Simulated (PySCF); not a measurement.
C₇H₆BN, SMILES c1(C#N)c(B)cccc1 at its GFN2-xTB optimised geometry (Å):

```
15

B     -1.4430    -1.8277    -0.0081
C     -0.6149    -0.5182     0.0000
C     -1.2368     0.7359     0.0037
C     -0.5155     1.9161     0.0051
C      0.8711     1.8836     0.0021
C      1.5297     0.6678     0.0000
C      0.7975    -0.5182     0.0000
C      1.5252    -1.7325     0.0017
N      2.1659    -2.6835     0.0057
H     -2.6096    -1.7652    -0.0070
H     -0.9078    -2.8652    -0.0161
H     -2.3164     0.7750     0.0054
H     -1.0312     2.8652     0.0082
H      1.4375     2.8031     0.0016
H      2.6096     0.6270    -0.0019
```

Calculation: PBE0/def2-TZVP (PySCF).

Map of the electrostatic potential (hartree/e), clipped to [-0.08, 0.12] on the plane z = 0.6 Å:

```
|===============================|
|==========++++++++++++=========|
|=========+++++++++++++++=======|
|========++++++++++++++++=======|
|=======+++*##**+++****+++======|
|=======++*#@@%****#@%#*++======|
|=======++*#@@@%##%@@@%*+++=====|
|======+++*#@@@@@@@@@@%*+++=====|
|======++++#@@@@@@@@@@#*+++=====|
|=====++++*#@@@@@@@@@@#*++++====|
|====+++**#@@@@@@@@@@@%**+++====|
|====++*#%@@@@@@@@@@@@@%#**++===|
|====++#@@@@@@@@@@@@@@@@@%*++===|
|====++#@@@@@@@@@@@@@@@@@@#++===|
|====++*%@@@@@@@@@@@@@@@@@#++===|
|=====++**%@@@@@@@@@@@@@##++====|
|=======++*%@@@@@@@@@@@#*++===--|
|========+*%@@@@@@@@@@@*+===----|
|=======+*@@@@@@@@@@@@@#+=------|
|----==*#@@@@@@@@@@@@@@@=-------|
|----=+#@@@@@@@%#%@@@@@@=-:::::-|
|----==*@@@@@@@#**@@@@@@*-::::::|
|-----=+*%@@@@@*=+*@@@@@@=...:::|
|-------=+%@@@@+=-=+%@@@@=...:::|
|--------==+#@%+--:-+@@@@:  ..::|
|----------=+*+=-::::+%*:   ..::|
|------------==-:::.....    ..::|
|---------------:::...     ..:::|
|--------------::::...    ...:::|
|--------------:::::........::::|
|--------------::::::......:::::|
```
Scale: ten equal steps from -0.074 (start of ' ') to 0.120 (end of '@'), in the order ' .:-=+*#%@'; x runs from -5.00 to 5.00, y from -5.00 (bottom) to 5.00 (top).
